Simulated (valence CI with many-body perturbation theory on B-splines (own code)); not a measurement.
## E1 line list for Er LV

Method: relativistic CI+MBPT: four valence electrons over a frozen Dirac-Fock core [Ne], radial functions for each j: 11 s, 11 p, 9 d, 7 f, 5 g, 2 h, 1 i, with the one-electron correlation potential Σ1, the two-electron term Σ2, the three-electron term Σ3, Breit, model QED; selected CI, second order for the rest (own B-spline code, finite nucleus).

No measured spectrum was set against this ion. As an estimate, large intervals hold to a few tenths of a per cent, small ones and those within an open d or f shell to about a per cent.

Lines 101 to 150 of 230 in falling wavelength, among levels below 69.738 Ry, chosen from the strongest by gf and those to the six lowest levels. Wavelengths and rates use the calculated energies. Electric multipoles are in the length gauge, E1 and E2 with the static RPA response of the core. Weak lines are less certain than strong ones. Lines between different terms over intervals too small for the method are left out, as are lines whose strength nearly cancels. Where a level lies close to another of its J and parity, the split of strength between their lines is uncertain. The highest levels of a list are the least certain.

Levels are named by their leading jj configuration (3d3/2^4 stands for four electrons in 3d with j = 3/2), which in mixed levels can hold well under half, so a name can repeat and another be missing. Letters in brackets count levels of one name in rising energy.

```
λ vac (Å)                           Upper                   Lower   A (s⁻¹)  S (a.u.) with core polarisation  S without
    34.08  (3s 3p1/2 3p3/2 3d5/2) J=2 [a]  (3s^2 3p1/2 3d5/2) J=2  1.48e+11                         1.45e-02   1.47e-02
    34.03  (3s 3p1/2 3p3/2 3d3/2) J=1 [a]  (3s^2 3p1/2 3d3/2) J=2  8.46e+09                         4.94e-04   5.02e-04
    33.60  (3s 3p1/2 3p3/2 3d3/2) J=3 [a]  (3s^2 3p1/2 3d3/2) J=2  6.77e+09                         8.87e-04   9.01e-04
    33.42  (3s 3p1/2 3p3/2 3d3/2) J=2 [b]  (3s^2 3p1/2 3d3/2) J=2  2.25e+10                         2.07e-03   2.10e-03
    33.39      (3s 3p1/2 3p3/2^2) J=2 [a]  (3s^2 3p1/2 3p3/2) J=1  3.10e+11                         2.85e-02   2.90e-02
    33.28  (3s 3p1/2 3p3/2 3d5/2) J=3 [a]  (3s^2 3p1/2 3d5/2) J=3  2.74e+10                         3.49e-03   3.54e-03
    32.76          (3s 3p1/2 3p3/2^2) J=3  (3s^2 3p1/2 3p3/2) J=2  1.94e+11                         2.35e-02   2.39e-02
    32.67  (3s 3p1/2 3p3/2 3d3/2) J=2 [a]  (3s 3p1/2^2 3p3/2) J=1  1.87e+11                         1.61e-02   1.63e-02
    32.47  (3s 3p1/2 3p3/2 3d5/2) J=3 [b]  (3s^2 3p1/2 3d5/2) J=3  1.41e+11                         1.67e-02   1.69e-02
    32.26  (3s 3p1/2 3p3/2 3d5/2) J=4 [b]  (3s^2 3p1/2 3d5/2) J=3  6.01e+10                         8.96e-03   9.10e-03
    32.09  (3s 3p1/2 3p3/2 3d5/2) J=2 [b]  (3s^2 3p1/2 3d5/2) J=3  1.66e+11                         1.35e-02   1.37e-02
    32.05  (3s 3p1/2 3p3/2 3d3/2) J=0 [a]  (3s 3p1/2^2 3p3/2) J=1  5.34e+10                         8.67e-04   8.81e-04
    32.02  (3s 3p1/2 3p3/2 3d5/2) J=2 [b]  (3s^2 3p1/2 3d5/2) J=2  3.82e+10                         3.10e-03   3.15e-03
    31.83  (3s 3p1/2 3p3/2 3d3/2) J=1 [a]  (3s 3p1/2^2 3p3/2) J=1  1.88e+07                         8.99e-07   9.17e-07
    31.48  (3s 3p1/2 3p3/2 3d3/2) J=1 [d]  (3s^2 3p1/2 3d3/2) J=1  2.96e+11                         1.37e-02   1.39e-02
    31.37  (3s 3p1/2 3p3/2 3d5/2) J=3 [c]  (3s^2 3p1/2 3d5/2) J=3  2.87e+10                         3.07e-03   3.12e-03
    31.31  (3s 3p1/2 3p3/2 3d5/2) J=3 [c]  (3s^2 3p1/2 3d5/2) J=2  7.35e+11                         7.80e-02   7.92e-02
    31.29  (3s 3p1/2 3p3/2 3d3/2) J=2 [b]  (3s 3p1/2^2 3p3/2) J=1  2.66e+11                         2.01e-02   2.04e-02
    31.27  (3s 3p1/2 3p3/2 3d3/2) J=2 [c]  (3s^2 3p1/2 3d3/2) J=2  4.56e+11                         3.44e-02   3.49e-02
    31.24                (3s 3p3/2^3) J=2      (3s^2 3p3/2^2) J=2  1.16e+12                         8.74e-02   8.87e-02
    31.23  (3s 3p1/2 3p3/2 3d5/2) J=2 [a]  (3s^2 3p1/2 3d3/2) J=1  6.19e+10                         4.66e-03   4.73e-03
    31.19  (3s 3p1/2 3p3/2 3d5/2) J=4 [c]  (3s^2 3p1/2 3d5/2) J=3  5.16e+11                         6.95e-02   7.07e-02
    31.17          (3s 3p1/2 3p3/2^2) J=0  (3s^2 3p1/2 3p3/2) J=1  3.60e+11                         5.38e-03   5.47e-03
    31.08  (3s 3p1/2 3p3/2 3d3/2) J=2 [e]  (3s^2 3p1/2 3d3/2) J=1  8.68e+11                         6.43e-02   6.54e-02
    31.04  (3s 3p1/2 3p3/2 3d3/2) J=0 [b]  (3s^2 3p1/2 3d3/2) J=1  6.07e+11                         8.95e-03   9.09e-03
    30.93  (3s 3p1/2 3p3/2 3d5/2) J=1 [b]  (3s^2 3p1/2 3d5/2) J=2  2.31e+11                         1.01e-02   1.03e-02
    30.87  (3s 3p1/2 3p3/2 3d3/2) J=3 [b]  (3s^2 3p1/2 3d3/2) J=2  4.59e+10                         4.67e-03   4.74e-03
    30.84      (3s 3p1/2 3p3/2^2) J=1 [a]  (3s^2 3p1/2 3p3/2) J=2  1.42e+10                         6.18e-04   6.28e-04
    30.79          (3s 3p1/2^2 3p3/2) J=1      (3s^2 3p1/2^2) J=0  3.95e+11                         1.71e-02   1.73e-02
    30.78      (3s 3p1/2 3p3/2^2) J=2 [b]  (3s^2 3p1/2 3p3/2) J=2  7.62e+11                         5.49e-02   5.57e-02
    30.61  (3s 3p1/2 3p3/2 3d3/2) J=2 [a]  (3s 3p1/2^2 3p3/2) J=2  6.04e+10                         4.28e-03   4.34e-03
    30.60           (3p1/2^2 3p3/2^2) J=0  (3s 3p1/2^2 3p3/2) J=1  6.88e+11                         9.72e-03   9.87e-03
    30.53  (3s 3p1/2 3p3/2 3d3/2) J=1 [b]  (3s^2 3p1/2 3d3/2) J=2  5.76e+10                         2.42e-03   2.46e-03
    30.47  (3s 3p1/2 3p3/2 3d3/2) J=2 [d]  (3s^2 3p1/2 3d3/2) J=2  9.69e+10                         6.76e-03   6.87e-03
    30.38                (3s 3p3/2^3) J=1      (3s^2 3p3/2^2) J=0  7.74e+11                         3.21e-02   3.26e-02
    30.29              (3s^2 3d3/2^2) J=2  (3s^2 3p1/2 3d5/2) J=3  4.77e+10                         3.27e-03   3.32e-03
    30.21      (3s 3p1/2 3p3/2^2) J=1 [a]  (3s^2 3p1/2 3p3/2) J=1  5.84e+11                         2.38e-02   2.42e-02
    30.17  (3s 3p1/2 3p3/2 3d3/2) J=3 [c]  (3s^2 3p1/2 3d3/2) J=2  1.12e+12                         1.06e-01   1.08e-01
    30.14      (3s 3p1/2 3p3/2^2) J=2 [b]  (3s^2 3p1/2 3p3/2) J=1  1.26e+10                         8.53e-04   8.66e-04
    30.11  (3s 3p1/2 3p3/2 3d5/2) J=1 [c]  (3s^2 3p1/2 3d5/2) J=2  2.80e+11                         1.13e-02   1.15e-02
    30.07  (3s 3p1/2 3p3/2 3d5/2) J=3 [d]  (3s^2 3p1/2 3d5/2) J=3  5.94e+11                         5.58e-02   5.67e-02
    30.05      (3s 3p1/2 3p3/2^2) J=1 [b]  (3s^2 3p1/2 3p3/2) J=2  1.24e+12                         4.98e-02   5.06e-02
    30.05  (3s 3p1/2 3p3/2 3d3/2) J=1 [c]  (3s^2 3p1/2 3d3/2) J=2  1.34e+12                         5.39e-02   5.47e-02
    30.01  (3s 3p1/2 3p3/2 3d5/2) J=3 [d]  (3s^2 3p1/2 3d5/2) J=2  9.51e+10                         8.88e-03   9.03e-03
    29.97  (3s 3p1/2 3p3/2 3d5/2) J=2 [c]  (3s^2 3p1/2 3d5/2) J=3  1.61e+11                         1.07e-02   1.09e-02
    29.91  (3s 3p1/2 3p3/2 3d5/2) J=2 [c]  (3s^2 3p1/2 3d5/2) J=2  2.20e+11                         1.45e-02   1.48e-02
    29.87  (3s 3p1/2 3p3/2 3d3/2) J=1 [a]  (3s 3p1/2^2 3p3/2) J=2  1.92e+10                         7.59e-04   7.71e-04
    29.78  (3s 3p1/2 3p3/2 3d5/2) J=1 [a]  (3s^2 3p1/2 3d3/2) J=1  7.65e+10                         2.99e-03   3.04e-03
    29.54  (3s 3p1/2 3p3/2 3d3/2) J=3 [a]  (3s 3p1/2^2 3p3/2) J=2  2.51e+10                         2.24e-03   2.27e-03
    29.50  (3s 3p1/2 3p3/2 3d5/2) J=2 [d]  (3s^2 3p1/2 3d5/2) J=3  9.61e+11                         6.09e-02   6.18e-02
```
